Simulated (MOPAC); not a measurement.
MOPAC input (PM3):

```
PM3 FORCE THERMO(298,298) PRECISE LET UHF MS=0.5 GEO-OK AUX(PRECISION=9) THREADS=1
C4H5OSi

Si   -1.99833839 1   -0.30860764 1    0.12168437 1
C    -0.30340626 1   -0.03294435 1   -0.01910917 1
C     0.71674761 1   -1.03964275 1   -0.20033951 1
C     1.93016450 1   -0.39297812 1   -0.16516146 1
O     1.74495905 1    0.96344986 1    0.02895657 1
C     0.38715088 1    1.16954678 1    0.11729463 1
H    -2.89027667 1    0.86253703 1   -0.07739202 1
H    -2.51496339 1   -1.59519293 1   -0.41158387 1
H     0.53244740 1   -2.10238324 1   -0.33504154 1
H     2.96279860 1   -0.71475339 1   -0.25507967 1
H     0.07275902 1    2.19651661 1    0.27781965 1
```

Output:

```
 *******************************************************************************
 **                                                                           **
 **                              MOPAC v23.2.5                                **
 **                                                                           **
 *******************************************************************************
 ** MOPAC's Digital Object Identifier: https://doi.org/10.5281/zenodo.6511958 **
 **                                                                           **
 ** Please cite the open-source release paper for use of this MOPAC version:  **
 ** J. E. Moussa and J. J. P. Stewart (2026)                                  **
 ** MOPAC: An open-source semiempirical molecular orbital program             **
 ** J. Open Source Softw., 11(119), 8025, https://doi.org/10.21105/joss.08025 **
 *******************************************************************************

                              PM3 CALCULATION RESULTS

 *******************************************************************************
 *  PM3        - The PM3 Hamiltonian to be used
 *  GEO-OK     - OVERRIDE INTERATOMIC DISTANCE AND OTHER SAFETY CHECKS
 *  UHF        - UNRESTRICTED HARTREE-FOCK CALCULATION
 *  MS=        - IN MECI, MAGNETIC COMPONENT OF SPIN =  0.5
 *  LET        - OVERRIDE SOME SAFETY CHECKS
 *  PRECISE    - TIGHTER CRITERIA TO BE USED
 *  FORCE      - FORCE CALCULATION SPECIFIED
 *  AUX        - OUTPUT AUXILIARY INFORMATION
 *  THERMO     - THERMODYNAMIC QUANTITIES TO BE CALCULATED
 *******************************************************************************
PM3 FORCE THERMO(298,298) PRECISE LET UHF MS=0.5 GEO-OK AUX(PRECISION=9) THREADS=1
 C4H5OSi

   ATOM   CHEMICAL          X               Y               Z
  NUMBER   SYMBOL      (ANGSTROMS)     (ANGSTROMS)     (ANGSTROMS)

     1      Si         -1.99833839  *  -0.30860764  *   0.12168437  *
     2       C         -0.30340626  *  -0.03294435  *  -0.01910917  *
     3       C          0.71674761  *  -1.03964275  *  -0.20033951  *
     4       C          1.93016450  *  -0.39297812  *  -0.16516146  *
     5       O          1.74495905  *   0.96344986  *   0.02895657  *
     6       C          0.38715088  *   1.16954678  *   0.11729463  *
     7       H         -2.89027667  *   0.86253703  *  -0.07739202  *
     8       H         -2.51496339  *  -1.59519293  *  -0.41158387  *
     9       H          0.53244740  *  -2.10238324  *  -0.33504154  *
    10       H          2.96279860  *  -0.71475339  *  -0.25507967  *
    11       H          0.07275902  *   2.19651661  *   0.27781965  *

          CARTESIAN COORDINATES

    NO.       ATOM           X           Y           Z

     1        Si         -1.9983     -0.3086      0.1217
     2         C         -0.3034     -0.0329     -0.0191
     3         C          0.7167     -1.0396     -0.2003
     4         C          1.9302     -0.3930     -0.1652
     5         O          1.7450      0.9634      0.0290
     6         C          0.3872      1.1695      0.1173
     7         H         -2.8903      0.8625     -0.0774
     8         H         -2.5150     -1.5952     -0.4116
     9         H          0.5324     -2.1024     -0.3350
    10         H          2.9628     -0.7148     -0.2551
    11         H          0.0728      2.1965      0.2778

[...]
 VIBRATION         23   23A           ATOM PAIR      ENERGY CONTRIBUTION    RADIAL
 FREQUENCY          1888.54         Si 1 -- H  7         +58.8% ( 77.6%)     99.0%
 TRANSITION DIPOLE   0.0664         Si 1 -- H  8         +40.6% ( 64.5%)     98.1%
 TRAVEL (Ang.)       0.2588         Si 1 -- C  6          +0.3% (  5.2%)     12.4%
 REDUCED MASS        0.5330         Si 1 -- C  2          +0.3% (  5.2%)      0.3%
 EFFECTIVE MASS      1.4488
 FORCE CONSTANT      1.1200

 VIBRATION         24   24A           ATOM PAIR      ENERGY CONTRIBUTION    RADIAL
 FREQUENCY          1894.23         Si 1 -- H  8         +59.3% ( 76.5%)     98.8%
 TRANSITION DIPOLE   0.0971         Si 1 -- H  7         +40.5% ( 63.2%)     97.5%
 TRAVEL (Ang.)       0.2638         Si 1 -- C  6          +0.1% (  3.5%)     74.0%
 REDUCED MASS        0.5114         Si 1 -- C  2          +0.1% (  3.4%)     74.0%
 EFFECTIVE MASS      1.1913
 FORCE CONSTANT      1.0812

 VIBRATION         25   25A           ATOM PAIR      ENERGY CONTRIBUTION    RADIAL
 FREQUENCY          3121.38         C  6 -- H 11         +82.5% ( 94.7%)    100.0%
 TRANSITION DIPOLE   0.6897         C  4 -- H 10          +9.5% ( 32.1%)     99.9%
 TRAVEL (Ang.)       0.1686         C  4 -- C  6          +1.5% ( 12.9%)     45.4%
 REDUCED MASS        0.7601         C  2 -- C  6          +1.5% ( 12.9%)     53.2%
 EFFECTIVE MASS      1.5560
 FORCE CONSTANT      4.3631

 VIBRATION         26   26A           ATOM PAIR      ENERGY CONTRIBUTION    RADIAL
 FREQUENCY          3129.45         C  4 -- H 10         +77.6% ( 91.4%)    100.0%
 TRANSITION DIPOLE   0.6316         C  6 -- H 11          +8.7% ( 30.6%)    100.0%
 TRAVEL (Ang.)       0.1802         C  3 -- H  9          +6.6% ( 26.7%)     99.9%
 REDUCED MASS        0.6638         C  4 -- C  6          +1.8% ( 13.8%)     92.8%
 EFFECTIVE MASS      1.5687
 FORCE CONSTANT      3.8304

 VIBRATION         27   27A           ATOM PAIR      ENERGY CONTRIBUTION    RADIAL
 FREQUENCY          3157.49         C  3 -- H  9         +87.7% ( 96.3%)    100.0%
 TRANSITION DIPOLE   0.4029         C  4 -- H 10          +5.7% ( 24.6%)     99.7%
 TRAVEL (Ang.)       0.1625         C  3 -- C  4          +2.0% ( 14.5%)     69.3%
 REDUCED MASS        0.8090         C  3 -- C  6          +1.6% ( 13.2%)     91.4%
 EFFECTIVE MASS      1.6034
 FORCE CONSTANT      4.7521

      SYMMETRY NUMBER FOR POINT-GROUP C1  =  1

          SYSTEM IS A GROUND STATE

 C4H5OSi

          MOLECULE IS NOT LINEAR

          THERE ARE 27 GENUINE VIBRATIONS IN THIS SYSTEM
          THIS THERMODYNAMICS CALCULATION IS LIMITED TO
          MOLECULES WHICH HAVE NO INTERNAL ROTATIONS

                    CALCULATED THERMODYNAMIC PROPERTIES
                                          *
   TEMP. (K)   PARTITION FUNCTION   H.O.F.    ENTHALPY  HEAT CAPACITY ENTROPY
                                   KCAL/MOL   CAL/MOLE    CAL/K/MOL  CAL/K/MOL

 298.00  VIB.     0.8779D+01                  2154.9563    16.9653    11.5483
         ROT.     0.1584D+06                   888.2803     2.9808    26.7737
         INT.     0.1391D+07                  3043.2366    19.9461    38.3221
         TRA.     0.9260D+27                  1480.4672     4.9680    39.6301
         TOT.                       20.604    4523.7038    24.9141    77.9522

   *: NOTE: HEATS OF FORMATION ARE RELATIVE TO THE
            ELEMENTS IN THEIR STANDARD STATE AT 298K
              (=  Standard Enthalpy of Formation).

            Hvib:  Zero-point energy is not included.
                   frequencies of less than zero cm-1 are not included.
            Hrot = (3/2)RT
            Htra = (3/2)RT + pV = (5/2)RT

            Heat capacity is Cp, not Cv

          For more information, see: HTTP://OpenMOPAC.net/Manual/thermochemistry.html

           FORCE CONSTANT IN CARTESIAN COORDINATES (Millidynes/A)

    ATOM   CHEMICAL       X               Y               Z
   NUMBER   SYMBOL  FORCE CONSTANT  FORCE CONSTANT  FORCE CONSTANT

      1      Si        4.025242        3.454445        0.718595
      2       C       10.140156        8.861814        1.722429
      3       C       10.388213       13.030182        2.102934
      4       C       14.269985        9.498995        1.868488
      5       O        7.897640        7.665551        0.992996
      6       C        9.243495       13.875551        1.733044
      7       H        0.638567        1.565294        0.185634
      8       H        0.636046        1.502063        0.253923
      9       H        1.131172        4.980226        0.347924
     10       H        4.471473        1.473045        0.284503
     11       H        0.670332        5.243430        0.258136

 **********************
 *                    *
 * JOB ENDED NORMALLY *
 *                    *
 **********************

 == MOPAC DONE ==
```
